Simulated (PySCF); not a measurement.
# What a mistake does to a calculation on BH2O2Si

All numbers below are calculated, not measured. They come from PySCF 2.14.0, an open-source quantum chemistry program, on an isolated molecule that a program drew, which may never have been made. The molecule is BH2O2Si (charge 0, doublet), drawn as the SMILES string `[BH]O[SiH]=O`.

Each row is a Hartree-Fock (HF) and frozen-core CCSD(T) single point in the cc-pV(D+d)Z basis, meant for a local HF minimum. Run 1 is clean. Each other run has one planted mistake out of seven kinds, and not every kind appears here: one electron removed, one electron added, multiplicity raised by two, geometry at a saddle point, minimal basis STO-3G, one bond length entered in bohr, all coordinates scaled. The reference is restricted for singlets and unrestricted otherwise, and also for a bond in bohr. Adding or removing an electron swaps singlet and doublet. Electrons count all cores. HOMO and LUMO are orbital energies over both spins, the gradient is its largest component, and the lowest frequency (negative if imaginary) is given only where the gradient is small. Bond lengths are over the 5 bonds as drawn. T1 is the CCSD diagnostic: over 0.02 (restricted) or 0.045 (unrestricted) a single reference is doubtful.

Geometry of the clean run:
```xyz
6
BH2O2Si, angstrom
B     0.9962   -0.2205   -2.8662
O     0.6035   -0.4458   -1.5907
Si    0.2173    0.3494   -0.2328
O     0.7148    1.6862    0.1962
H     1.5686   -1.0632   -3.5017
H    -0.6863   -0.5276    0.5014
```

| run | electrons | basis functions | <S^2> | HOMO (eV) | LUMO (eV) | gradient (hartree/bohr) | lowest frequency (cm^-1) | mean bond (Å) | longest bond (Å) | T1 | HF (hartree) | CCSD(T) (hartree) | mistake |
|---|---|---|---|---|---|---|---|---|---|---|---|---|---|
| 1 | 37 | 75 | 0.753 | -9.57 | 1.94 | 1.5e-05 | 87 | 1.4243 | 1.620 | 0.0214 | -464.53186 | -465.08525 | no fault |
| 2 | 36 | 75 | 0.000 | -17.16 | -7.38 | 1.5e-01 | - | 1.4243 | 1.620 | 0.0283 | -464.21972 | -464.78138 | one electron removed |
| 3 | 37 | 75 | 0.754 | -9.82 | 1.58 | 8.6e-02 | - | 1.5126 | 1.721 | 0.0253 | -464.50621 | -465.07594 | all coordinates scaled |
| 4 | 38 | 75 | 0.000 | 0.54 | 6.83 | 9.5e-02 | - | 1.4243 | 1.620 | 0.0408 | -464.46685 | -465.05984 | one electron added |
| 5 | 37 | 26 | 1.110 | -6.25 | 7.17 | 8.5e-02 | - | 1.4243 | 1.620 | 0.0578 | -458.74024 | -458.95508 | ? |
| 6 | 37 | 75 | 3.782 | -6.20 | -0.46 | 1.8e-01 | - | 1.4243 | 1.620 | 0.0764 | -464.38234 | -464.88933 | ? |

**Which mistake was planted in run 5, and what did it cost?**

It has 26 basis functions where the clean run has 75, with the same electrons and geometry. So the mistake is: minimal basis STO-3G. Subtracting run 1 and multiplying by 627.51 kcal/mol a hartree, the energy moved by 3634.3 kcal/mol in HF and 3846.7 kcal/mol in CCSD(T).

**Which mistake was planted in run 6, and what did it cost?**

Electrons, basis and geometry are unchanged, and <S^2> is 3.782, beside S(S+1) = 3.75 for a multiplicity of 4. So the mistake is: multiplicity raised by two. Subtracting run 1 and multiplying by 627.51 kcal/mol a hartree, the energy moved by 93.8 kcal/mol in HF and 122.9 kcal/mol in CCSD(T).

Cautions from the logs. Run 2: T1 is over the limit, so its CCSD(T) energy is less reliable; run 4: T1 is over the limit, so its CCSD(T) energy is less reliable and the HOMO is above zero, so the electron isn't bound and the energy depends on the basis; run 5: T1 is over the limit, so its CCSD(T) energy is less reliable; run 6: T1 is over the limit, so its CCSD(T) energy is less reliable.
